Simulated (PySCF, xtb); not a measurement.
C₂H₇ClOSi₂, SMILES O(C(=C)[SiH3])[SiH2]Cl. The values are those of a single conformer.

Harmonic wavenumbers (cm⁻¹) from GFN2-xTB in xtb at its own minimum, in rising order: 31, 56, 86, 130, 173, 241, 344, 392, 488, 517, 542, 577, 605, 676, 716, 732, 759, 769, 784, 790, 802, 865, 1027, 1202, 1388, 1664, 2260, 2268, 2273, 2282, 2369, 3081, 3149.

**Question.** What does B3LYP-D3(BJ)/def2-SVP (PySCF) give at its own minimum? (The exact figures need the calculation; the answer reports its results.)

**Answer.** 33, 83, 132, 148, 174, 273, 371, 406, 536, 598, 646, 689, 698, 740, 767, 795, 892, 901, 932, 943, 947, 959, 1037, 1249, 1405, 1670, 2227, 2232, 2238, 2262, 2299, 3146, 3247. Paired by order, the mean absolute difference is 61 cm⁻¹ and the zero-point energies are 48.7 and 51.0 kcal/mol.
